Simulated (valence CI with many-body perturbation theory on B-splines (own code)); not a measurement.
**Energy levels of As18+**

Calculated by configuration interaction combined with many-body perturbation theory (CI+MBPT): five valence electrons over a frozen Dirac-Fock core [Ne], a basis of 9 s, 9 p, 8 d, 6 f, 3 g, 1 h functions for each j, with the one-electron correlation potential Σ1 (screened to all orders), the two-electron term Σ2, the three-electron term Σ3, Breit, model QED; selected single and double excitations, second order for the rest, scaled by the run's own slope (own B-spline code, finite nucleus).

No measured levels were compared; by estimate levels of excited configurations hold to 0.05 to 0.15 % of their energy, terms of the ground configuration to about 0.5 %. Among the levels kept, up to 1600 cm⁻¹ of a level comes from second order outside the variational space, and about a tenth of that is noise between levels of different J, which matters for small intervals.

Levels 1 to 32 of 32, with energies above the lowest level, 3s²3p³ ⁴S°_3/2. "Leading %" is the weight of the configuration and term that name the level; weights of strongly mixed levels are sums over their largest components and can fall short, so below about 35 % the name and the second component can differ from the true leading terms, or belong to a minority configuration. Lifetimes count E1, E2, E3, M1 and M2 decay at the calculated energies, and are blank where another channel may lead or the interval is too uncertain; long ones can be off by a factor of two.

```
No.  Configuration  Term    J  E (eV)  Leading %  Lifetime  Second component
  1         3s²3p³   ⁴S°  3/2    0.00         80             14 % 3s²3p³ ²P°
  2         3s²3p³   ²D°  3/2    7.48         70    473 μs   15 % 3s²3p³ ²P°
  3         3s²3p³   ²D°  5/2    9.99         97   3.25 ms                  
  4         3s²3p³   ²P°  1/2   15.03         96    195 μs                  
  5         3s²3p³   ²P°  3/2   19.59         68   80.2 μs   23 % 3s²3p³ ²D°
  6          3s3p⁴    ⁴P  5/2   53.59         84    288 ps   8 % 3s²3p²3d ⁴P
  7          3s3p⁴    ⁴P  3/2   57.82         84    227 ps  10 % 3s²3p²3d ⁴P
  8          3s3p⁴    ⁴P  1/2   59.08         82    202 ps  10 % 3s²3p²3d ⁴P
  9          3s3p⁴    ²D  3/2   66.58         65    118 ps  15 % 3s²3p²3d ²D
 10          3s3p⁴    ²D  5/2   68.23         72    150 ps  19 % 3s²3p²3d ²D
 11       3s²3p²3d    ²P  3/2   75.33         48   72.0 ps     34 % 3s3p⁴ ²P
 12          3s3p⁴    ²S  1/2   76.18         33   46.4 ps     28 % 3s3p⁴ ²P
 13       3s²3p²3d    ⁴F  3/2   78.33         82    308 ps   6 % 3s²3p²3d ⁴D
 14       3s²3p²3d    ⁴F  5/2   80.04         74    608 ps  17 % 3s²3p²3d ⁴D
 15          3s3p⁴    ²S  1/2   82.24         36    101 ps  24 % 3s²3p²3d ⁴D
 16       3s²3p²3d    ²F  5/2   82.62         72   1.39 ns  13 % 3s²3p²3d ⁴D
 17       3s²3p²3d    ⁴F  7/2   82.93         86   7.58 ns   9 % 3s²3p²3d ⁴D
 18       3s²3p²3d    ²F  7/2   84.53         52   8.03 ns  40 % 3s²3p²3d ⁴D
 19       3s²3p²3d    ⁴D  3/2   84.97         82    153 ps   9 % 3s²3p²3d ⁴F
 20       3s²3p²3d    ⁴D  1/2   85.21         69    105 ps     12 % 3s3p⁴ ²P
 21       3s²3p²3d    ⁴F  9/2   85.59         86            12 % 3s²3p²3d ²G
 22       3s²3p²3d    ⁴D  5/2   86.90         59    207 ps  23 % 3s²3p²3d ²F
 23       3s²3p²3d    ⁴D  7/2   91.04         45   2.36 ns  31 % 3s²3p²3d ²F
 24          3s3p⁴    ²P  3/2   94.03         42   8.49 ps  38 % 3s²3p²3d ²P
 25       3s²3p²3d    ²G  7/2   94.24         77    409 ps  15 % 3s²3p²3d ²F
 26       3s²3p²3d    ⁴P  5/2   95.57         75   7.62 ps      7 % 3s3p⁴ ⁴P
 27       3s²3p²3d    ²G  9/2   96.13         85    223 μs  12 % 3s²3p²3d ⁴F
 28       3s²3p²3d    ⁴P  3/2   96.82         62   8.01 ps  12 % 3s²3p²3d ²P
 29       3s²3p²3d    ⁴P  1/2   97.42         60   7.41 ps  14 % 3s²3p²3d ²P
 30       3s²3p²3d    ²D  3/2   99.15         66   25.1 ps  14 % 3s²3p²3d ⁴P
 31       3s²3p²3d    ²P  1/2  100.01         40   7.57 ps     33 % 3s3p⁴ ²P
 32       3s²3p²3d    ²D  5/2  102.57         77   9.24 ps     11 % 3s3p⁴ ²D
```

Names give the largest LS component (configuration and term), which can be under half, so a name can repeat, a term be missing and a line seem to break the LS rules; names also repeat where a configuration has a term twice.

The ionisation energy to 3s²3p² ³P0 of the next ion comes out as 721.97 eV (NIST: 728.9 ± 2.2 eV (semi-empirical), further off than twice its uncertainty). All 32 levels together are meant to be complete up to 104.00 eV.
